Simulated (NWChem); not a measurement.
Species: C2H6BO2 cation

```xyz
11

C      0.1334    -2.6273     0.0651
O     -0.1390    -1.2356    -0.1403
B     -0.1036     0.0002    -0.0014
O     -0.1455     1.2360     0.1364
C      0.1364     2.6270    -0.0615
H      1.2045    -2.7933    -0.0986
H     -0.1589    -2.8835     1.0901
H     -0.4661    -3.1821    -0.6645
H     -0.6386     3.1896     0.4699
H      1.1279     2.8339     0.3575
H      0.1058     2.8340    -1.1375
```
Atoms are numbered in this order, from 1.

All runs use the structure optimised with PBE0/def2-SVP.

### Question
List the 6 lowest vertical singlet excitations from BHandHLYP/6-31G* (spherical d), full TDDFT (NWChem).

### Answer
```json
[
 {"state": "S1", "energy (eV)": "9.39", "oscillator strength": "0.000", "leading excitation (squared amplitude)": "HOMO → LUMO (0.92)"},
 {"state": "S2", "energy (eV)": "9.41", "oscillator strength": "0.000", "leading excitation (squared amplitude)": "HOMO−1 → LUMO (0.91)"},
 {"state": "S3", "energy (eV)": "9.52", "oscillator strength": "0.000", "leading excitation (squared amplitude)": "HOMO → LUMO+1 (0.76)"},
 {"state": "S4", "energy (eV)": "9.66", "oscillator strength": "0.003", "leading excitation (squared amplitude)": "HOMO−1 → LUMO+1 (0.47)"},
 {"state": "S5", "energy (eV)": "9.69", "oscillator strength": "0.003", "leading excitation (squared amplitude)": "HOMO−1 → LUMO+2 (0.75)"},
 {"state": "S6", "energy (eV)": "10.73", "oscillator strength": "0.068", "leading excitation (squared amplitude)": "HOMO−3 → LUMO (0.70)"}
]
```
